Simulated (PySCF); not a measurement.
This PySCF input asks for the NMR shieldings of `C=C(OC)[SiH2]/N=C/CC`, C6H13NOSi; the geometry comes from GFN2-xTB.

```python
import basis_set_exchange as bse
import numpy as np
from pyscf import gto, dft
from pyscf.prop import nmr

atoms = """
C     1.917449   -0.637793   -0.130748
C     1.789899    0.633633   -0.492554
O     2.818652    1.500978   -0.735438
C     4.133540    1.017218   -0.621820
Si    0.160168    1.550007   -0.778143
N    -1.048163    0.338412   -0.647920
C    -2.090289    0.182366    0.025152
C    -2.959286   -1.023223   -0.129594
C    -3.296298   -1.645912    1.223653
H     1.031383   -1.223207    0.028635
H     2.860890   -1.138765    0.013249
H     4.786297    1.855101   -0.863113
H     4.314863    0.197235   -1.324325
H     4.343916    0.669762    0.395248
H     0.103592    2.705336    0.131638
H     0.045286    1.984704   -2.169593
H    -2.441955    0.908420    0.772904
H    -2.456077   -1.742923   -0.776043
H    -3.885343   -0.707385   -0.619406
H    -3.809095   -0.925754    1.858415
H    -2.388290   -1.967683    1.728849
H    -3.941549   -2.511141    1.093991
"""
names = dict.fromkeys(["C", "O", "Si", "N", "H"], "pcSseg-1")
basis = {el: gto.basis.parse(bse.get_basis(n, elements=[el], fmt="nwchem")) for el, n in names.items()}
mol = gto.M(atom=atoms, basis=basis, charge=0, verbose=0)
mf = dft.RKS(mol, xc="PBE0")
mf.grids.level = 2
mf.grids.alignment = dft.numint.BLKSIZE   # the property module wants whole blocks of grid points
mf.conv_tol = 1e-9
mf.kernel()

calc = nmr.RKS(mf)   # GIAO
C = mf.mo_coeff
Co = C[:, mf.mo_occ > 0]
resp = mf.gen_response(singlet=True, hermi=2)
def vind(x):   # induced exchange potential for any number of trial vectors
    d = np.einsum("pi,xij,qj->xpq", C, 2 * x.reshape(-1, C.shape[1], Co.shape[1]), Co, optimize=True)
    return np.einsum("xpq,pi,qj->xij", resp(d - d.transpose(0, 2, 1)), C, Co, optimize=True).ravel()
mo1, _ = nmr.rhf.solve_mo1(calc, with_cphf=vind)
sigma = calc.kernel(mo1)
for i, s in enumerate(sigma):   # ppm
    w = np.linalg.eigvalsh((s + s.T) / 2)
    print("%2d %-2s iso %8.1f  s11 %8.1f  s22 %8.1f  s33 %8.1f" % (i, mol.atom_pure_symbol(i), w.mean(), *w))
```

Problem. Give the expected output.

Solution. 
```
 0 C  iso     88.0  s11    -13.4  s22    100.0  s33    177.4
 1 C  iso     14.6  s11    -85.7  s22     28.6  s33    101.1
 2 O  iso    212.9  s11     81.1  s22    235.1  s33    322.6
 3 C  iso    131.2  s11     98.6  s22    116.9  s33    178.1
 4 Si iso    402.4  s11    359.0  s22    393.7  s33    454.5
 5 N  iso   -106.2  s11   -440.8  s22   -133.1  s33    255.4
 6 C  iso      1.4  s11    -92.1  s22    -15.5  s33    111.6
 7 C  iso    144.9  s11    130.2  s22    131.9  s33    172.5
 8 C  iso    175.1  s11    169.6  s22    170.9  s33    184.6
 9 H  iso     27.1  s11     24.3  s22     27.7  s33     29.4
10 H  iso     27.0  s11     24.4  s22     25.2  s33     31.3
11 H  iso     27.6  s11     23.6  s22     26.1  s33     33.1
12 H  iso     28.2  s11     25.2  s22     25.6  s33     33.7
13 H  iso     28.2  s11     25.2  s22     25.6  s33     33.7
14 H  iso     26.7  s11     23.6  s22     25.5  s33     30.9
15 H  iso     26.6  s11     23.6  s22     25.5  s33     30.7
16 H  iso     22.9  s11     20.8  s22     23.1  s33     24.9
17 H  iso     29.3  s11     26.1  s22     29.0  s33     33.0
18 H  iso     29.3  s11     25.8  s22     28.4  s33     33.6
19 H  iso     30.3  s11     26.6  s22     28.1  s33     36.3
20 H  iso     30.7  s11     26.5  s22     29.4  s33     36.3
21 H  iso     30.4  s11     26.4  s22     27.7  s33     37.1
```

These numbers come from an equivalent density-fitted implementation of the same equations, which agrees with the script to about 0.01 ppm for H and up to a few tenths of a ppm for heavy atoms, so last digits may differ.

Size and cost of the density-fitted run: 225 basis functions, 48 s wall time on 1 thread of an Arm Neoverse V2, shared host; peak memory 1.1 GiB.
